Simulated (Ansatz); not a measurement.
Molecule: stibine, SbH$_{3}$ (charge 0, singlet). SMILES: [SbH3]
Geometry from a B3LYP-D3(BJ)/def2-TZVP (Ansatz, an electronic-structure program) optimisation:
```xyz
4

Sb     0.0002    -0.0006     0.0536
H     -0.9113    -1.0773    -0.9195
H     -0.4909     1.3395    -0.8952
H      1.3919    -0.2329    -0.9192
```

Parts of the frozen-core correlation energy in def2-SVP (Ansatz, hartree). Frozen orbitals: 9; correlated occupied orbitals by spin: 4 and 4; virtual: 28 and 28. No spin-orbit coupling. Past Kr the def2 sets carry scalar-relativistic core potentials.

```csv
term,value
reference (HF),-240.96898
MP2 opposite-spin,-0.09461
MP2 same-spin,-0.01472
CCSD correlation,-0.13720
(T),-0.00292
CCSDT minus CCSD(T),-0.00058
CCSDT(Q) minus CCSD(T),-0.00069
T1 diagnostic,0.013
largest doubles amplitude,0.056
```
